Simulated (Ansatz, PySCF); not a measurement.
GeH2I2, SMILES [I][GeH2][I]. Atoms are numbered in the order given.

```xyz
5

Ge     0.0000     0.0000     1.0652
I      2.0867     0.0000    -0.3758
I     -2.0867     0.0000    -0.3758
H      0.0000     1.2850     1.9081
H      0.0000    -1.2850     1.9081
```

Coordinates come from a B3LYP-D3(BJ)/def2-SVP optimisation. The def2 effective core potentials stand for the cores of I; spin–orbit coupling is left out.

Two levels are set side by side: PBE-D3(BJ)/def2-SVP (Ansatz, an electronic-structure program) and B3LYP-D3(BJ)/def2-SVP (Ansatz). Each level has its own optimised geometry; the coordinates shown are those of the second. Frequencies come from the Hessian of PySCF at each geometry. Differences are taken from unrounded values.

```json
[
 {"quantity": "mean bond length (Å)", "B3LYP-D3(BJ)": "2.036"},
 {"quantity": "bond Ge1–I2 (Å)", "B3LYP-D3(BJ)": "2.536"},
 {"quantity": "bond Ge1–I3 (Å)", "B3LYP-D3(BJ)": "2.536"},
 {"quantity": "bond Ge1–H4 (Å)", "B3LYP-D3(BJ)": "1.537"},
 {"quantity": "bond Ge1–H5 (Å)", "B3LYP-D3(BJ)": "1.537"},
 {"quantity": "highest harmonic wavenumber (cm⁻¹)", "B3LYP-D3(BJ)": "2158"},
 {"quantity": "mean harmonic wavenumber (cm⁻¹)", "B3LYP-D3(BJ)": "830"},
 {"quantity": "zero-point energy (kcal/mol)", "B3LYP-D3(BJ)": "10.68"}
]
```

Q: What does PBE-D3(BJ) give, and how far is it from B3LYP-D3(BJ)? (An estimate is asked for; the answer gives what the named calculation found.)

A: 
```tsv
quantity	PBE-D3(BJ)	PBE-D3(BJ) minus B3LYP-D3(BJ)
mean bond length (Å)	2.041	0.005
bond Ge1–I2 (Å)	2.534	-0.002
bond Ge1–I3 (Å)	2.534	-0.002
bond Ge1–H4 (Å)	1.548	0.011
bond Ge1–H5 (Å)	1.548	0.011
highest harmonic wavenumber (cm⁻¹)	2103	-55
mean harmonic wavenumber (cm⁻¹)	806	-25
zero-point energy (kcal/mol)	10.37	-0.32
```
